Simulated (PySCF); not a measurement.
SMILES C=CCCN, GFN2-xTB optimised geometry.

```
14

C      2.01    -0.55    -2.18
C      1.37     0.15    -1.27
C      0.81    -0.41     0.00
C     -0.74    -0.41     0.00
N     -1.37     0.89     0.00
H      2.20    -1.60    -2.05
H      2.39    -0.11    -3.08
H      1.20     1.21    -1.42
H      1.16     0.18     0.85
H      1.16    -1.44     0.13
H     -1.09    -0.95    -0.88
H     -1.09    -0.94     0.89
H     -1.14     1.40    -0.85
H     -1.04     1.44     0.79
```

Density from CAM-B3LYP/def2-TZVP (PySCF) at that geometry.

Minimum of the electron density along straight lines between bonded atoms, close to the bond critical point (lines longer than 1.1 times the sum of covalent radii, or with two minima, are not listed):

```
bond    length / Å  ρ at the minimum / e bohr⁻³  ∇²ρ there / e bohr⁻⁵  position (fraction from the first atom)
------  ----------  ---------------------------  --------------------  ---------------------------------------
C1–C2        1.320                            …                 -1.14                                     0.50
C2–C3        1.495                        0.265                 -0.71                                     0.51
C3–C4        1.546                            …                     …                                     0.50
C4–N5        1.448                        0.276                 -0.74                                     0.41
C1–H6        1.078                        0.288                 -1.03                                     0.64
C1–H7        1.077                        0.289                 -1.04                                     0.65
C2–H8        1.083                        0.286                 -1.02                                     0.64
C3–H9        1.095                        0.277                 -0.95                                     0.64
C3–H10       1.091                        0.280                 -0.97                                     0.64
C4–H11       1.093                        0.284                 -1.00                                     0.64
C4–H12       1.094                        0.283                 -1.00                                     0.64
N5–H13       1.014                        0.338                 -1.59                                     0.73
N5–H14       1.015                        0.337                 -1.59                                     0.73
```

Task: Complete the blanks.

Result: 
- C1–C2, ρ at the minimum / e bohr⁻³: 0.363
- C3–C4, ρ at the minimum / e bohr⁻³: 0.241
- C3–C4, ∇²ρ there / e bohr⁻⁵: -0.59
